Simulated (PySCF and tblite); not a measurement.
Results of a calculation; reference values are marked as such.
C₅H₅FO, numbered as in [O:1]=[CH:2]/[CH:3]=[CH:4]\[CH:5]=[CH:6]/[F:7].

Search: ETKDG and KDG, MMFF94s, GFN2-xTB, 90 starts; geometries at GFN2-xTB. Weights use PBE0-D3(BJ)/pcSseg-1 energies plus GFN2-xTB zero-point and thermal terms (modes under about 100 cm⁻¹ blended into free rotors). Symmetry numbers and mirror images are counted. Conformers within 2.5 kcal/mol (GFN2-xTB free energy) were kept, 5 at most. Run with PySCF (density fitting) and tblite.

Rotational constants are equilibrium values for the commonest isotopes; dipoles come from the energy level named.

Torsions listed: O1–C2–C3–C4, C3–C4–C5–C6.

```json
{"conformer": "1", "shape": "0°, 180°", "symmetry": "Cs", "weight %": "89.2"}
{"conformer": "2", "shape": "180°, 180°", "symmetry": "Cs", "weight %": "10.8"}
```

Sets of constants, in random order:

```csv
set,A (MHz),B (MHz),C (MHz),abs μa (D),abs μb (D),abs μc (D)
P,13100,998,927,3.44,1.22,0.00
Q,7837,1301,1115,0.93,1.23,0.00
```

Task: Match each set to its conformer.

Result: P is conformer 2, Q is conformer 1.


Conformer gaps in pcSseg-1 on xTB geometries can be 2 kcal/mol off for S=O, P=O and other polar bonds.